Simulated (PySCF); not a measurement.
System: C$_{2}$H$_{9}$N$_{2}$Si, charge 0, multiplicity 2. It need not be the lowest isomer of its formula. SMILES: [CH2][Si](C)(N)N
Coordinates optimised at B3LYP-D3(BJ)/def2-TZVP (Ansatz):
```xyz
14

C      0.6958    -0.0781    -1.7355
Si     0.0276     0.0051    -0.0138
C     -1.8271     0.2564    -0.1062
N      0.9491     1.2250     0.7766
N      0.2457    -1.4111     0.9537
H      0.0990    -0.4034    -2.5821
H      1.7389     0.1034    -1.9759
H     -2.3212    -0.5789    -0.6105
H     -2.2596     0.3485     0.8924
H     -2.0671     1.1645    -0.6632
H      0.8281     1.4041     1.7609
H      1.2535     2.0474     0.2815
H     -0.4100    -2.1740     0.8882
H      1.1774    -1.7501     1.1398
```
Charge 0, spin multiplicity 2.

Dispersion corrections to the total energy (kcal/mol) from the dftd3 and dftd4 libraries through PySCF: D3(BJ) without and D4 with the three-body term, each with the damping fitted for the functional named.

```tsv
functional	D3(BJ)	D4
revPBE	[?]	-20.95
BLYP	[?]	-15.12
HSE06	-4.80	-5.46
B3LYP	-12.27	-11.07
r2SCAN	-2.08	-1.78
PBE	-7.08	-6.93
LC-wPBE	-6.79	[?]
```

Complete the blanks.


- revPBE, D3(BJ): -17.36
- BLYP, D3(BJ): -14.94
- LC-wPBE, D4: -7.69
